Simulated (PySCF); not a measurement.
B(Cl)(OH)2 (BClH2O2), SMILES OB(O)Cl. Atoms are numbered in the order given.

```xyz
6

B     -0.0051    -0.4485     0.0000
Cl    -0.0499     1.3324     0.0000
O     -1.1809    -1.1109     0.0000
H     -1.0444    -2.0681     0.0000
O      1.1777    -1.1155     0.0000
H      1.9437    -0.5290     0.0000
```

Geometry optimised at r2SCAN-D4/def2-SVP. Other conformers were not sampled.

Calculation: B3LYP/pcJ-1 in PySCF.

Isotropic couplings with Fermi-contact, spin-dipole and both spin-orbit terms, one fixed conformer, no vibrational averaging. Isotopes: 11B, 1H.

Computed spin–spin coupling constants:
```
pair   bonds apart  J (Hz)
-----  -----------  ------
B1–H4            2    -2.7
B1–H6            2    -4.1
```
